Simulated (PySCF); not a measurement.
Molfile (atoms numbered from 1):
```
C3H6BClS
     RDKit          3D

 12 11  0  0  0  0  0  0  0  0999 V2000
    2.5022   -0.1906    0.0782 C   0  0  0  0  0  0  0  0  0  0  0  0
    1.6026    0.7869    0.2543 C   0  0  0  0  0  0  0  0  0  0  0  0
    2.1550    2.4342    0.4637 Cl  0  0  0  0  0  0  0  0  0  0  0  0
    0.0538    0.6102    0.2531 B   0  0  0  0  0  0  0  0  0  0  0  0
   -0.6200   -0.9382    0.7891 S   0  0  0  0  0  0  0  0  0  0  0  0
   -2.4032   -0.7664    0.4875 C   0  0  0  0  0  0  0  0  0  0  0  0
    3.5777    0.0025    0.0482 H   0  0  0  0  0  0  0  0  0  0  0  0
    2.1566   -1.2193   -0.0559 H   0  0  0  0  0  0  0  0  0  0  0  0
   -0.6831    1.4969   -0.0998 H   0  0  0  0  0  0  0  0  0  0  0  0
   -2.8972   -1.6412    0.9297 H   0  0  0  0  0  0  0  0  0  0  0  0
   -2.7867    0.1451    0.9630 H   0  0  0  0  0  0  0  0  0  0  0  0
   -2.6128   -0.7413   -0.5896 H   0  0  0  0  0  0  0  0  0  0  0  0
  1  2  2  0
  2  3  1  0
  2  4  1  0
  4  5  1  0
  5  6  1  0
  1  7  1  0
  1  8  1  0
  4  9  1  0
  6 10  1  0
  6 11  1  0
  6 12  1  0
M  END
```

Geometry: PBE0-D3(BJ)/def2-SVP; GIAO absolute shieldings from PySCF, gas phase, non-relativistic, averaged over equivalent atoms.

At BP86/pcSseg-1 (146 basis functions, 19 s wall time on 1 thread of an Arm Neoverse V1, shared host):
| atoms | σ (ppm) |
| --- | --- |
| C2 | 20.6 |
| C1 | 46.6 |
| C6 | 159.1 |
| Cl3 | 629.6 |
| B4 | 34.2 |
| S5 | 385.2 |
| H9 | 24.53 |
| H8 | 24.98 |
| H7 | 25.33 |
| H10/H11/H12 | 28.91 |

**Question.** What do these become at PBE0/def2-TZVP?

**Answer.** 
| atoms | σ at PBE0/def2-TZVP | change |
| --- | --- | --- |
| C2 | 28.7 | +8.1 |
| C1 | 51.0 | +4.4 |
| C6 | 167.8 | +8.7 |
| Cl3 | 656.1 | +26.5 |
| B4 | 39.3 | +5.1 |
| S5 | 400.3 | +15.1 |
| H9 | 24.46 | -0.07 |
| H8 | 25.14 | +0.16 |
| H7 | 25.43 | +0.10 |
| H10/H11/H12 | 29.16 | +0.25 |

The largest change is at Cl3 (chlorine bonded to C). Cost: 234 basis functions, 32 s wall time on 1 thread of an Arm Neoverse V1, shared host. The order of the carbon signals is the same at both levels.

A carbon bonded to boron is broadened by the quadrupolar boron nucleus and is often missing from a measured spectrum. Carbons that carry Cl, above all several Cl atoms, come out too deshielded, partly because spin–orbit coupling is missing.
